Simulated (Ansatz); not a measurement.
Geometry optimisation, RKS r2SCAN-D4/def2-SVP in Ansatz.

The input (input.yaml):

```yaml
crystal:
  periodic: [false, false, false]
  atoms:
    - { symbol: "N", position_ang: [-0.5748, 1.1752, 0.8249] }
    - { symbol: Ge, position_ang: [0.261, 0.0303, -0.3181] }
    - { symbol: O, position_ang: [1.5081, -0.8195, 0.5863] }
    - { symbol: Se, position_ang: [-1.1988, -1.5238, -1.1729] }
    - { symbol: H, position_ang: [-0.09801, 1.14917, 1.74029] }
    - { symbol: H, position_ang: [-1.56344, 0.72312, 1.06971] }
    - { symbol: H, position_ang: [0.9336, 0.8205, -1.4854] }
    - { symbol: H, position_ang: [2.0039, -1.4029, -0.071] }
    - { symbol: H, position_ang: [-1.5985, -1.9877, 0.2978] }
basis:
  gaussian: { orbitals: def2-SVP }
hamiltonian:
  xc: r2scan
  dispersion: d4
relax:
  f_tol: 0.015
  max_steps: 40
```

Run as:

```bash
$ ansatz run input.yaml --threads 2 --pin off --max-ram 3072MiB --backend cpu --events-out ev --progress --plain --runs-dir out
```

**Question.** Where does it end, and by what steps?

**Answer.** The forces met the threshold. The force dipped under the threshold on the way, but the program's further checks kept it going. After 26 steps the energy has fallen by 0.472 eV; H6 moved furthest, 0.95 Å.

| step | energy less start (eV) | largest force component (eV/Å) | accepted |
| --- | --- | --- | --- |
| 0 | 0.0000 | 2.707 | yes |
| 1 | -0.3652 | 0.927 | yes |
| 2 | -0.4066 | 0.610 | yes |
| 3 | -0.4328 | 0.339 | yes |
| 4 | -0.4440 | 0.266 | yes |
| 5 | -0.4057 | 0.998 | no |
| 6 | -0.4514 | 0.083 | yes |
| 7 | -0.4549 | 0.051 | yes |
| 8 | -0.4561 | 0.060 | yes |
| 9 | -0.4509 | 0.547 | no |
| 10 | -0.4570 | 0.035 | yes |
| 11 | -0.4565 | 0.244 | no |
| 12 | -0.4566 | 0.133 | no |
| 13 | -0.4578 | 0.015 | yes |
| 14 | -0.4588 | 0.093 | yes |
| 15 | -0.4586 | 0.231 | no |
| 16 | -0.4599 | 0.046 | yes |
| 17 | -0.4609 | 0.040 | yes |
| 18 | -0.4613 | 0.118 | yes |
| 19 | -0.4619 | 0.313 | yes |
| 20 | -0.4689 | 0.159 | yes |
| 21 | -0.4713 | 0.031 | yes |
| 22 | -0.4702 | 0.220 | no |
| 23 | -0.4717 | 0.033 | yes |
| 24 | -0.4718 | 0.034 | yes |
| 25 | -0.4716 | 0.051 | no |
| 26 | -0.4721 | 0.012 | yes |

```xyz
9
Properties=species:S:1:pos:R:3
N -0.399 1.123 1.008
Ge 0.237 0.048 -0.311
O 1.647 -0.687 0.483
Se -1.162 -1.695 -1.131
H -0.474 0.653 1.909
H -1.280 1.590 0.802
H 0.572 0.887 -1.553
H 1.896 -1.512 0.044
H -1.363 -2.242 0.221
```

Time of the run: 65 s on 2 threads of Intel(R) Xeon(R) 6975P-C (Granite Rapids), on a shared host, peak memory 0.23 GiB.
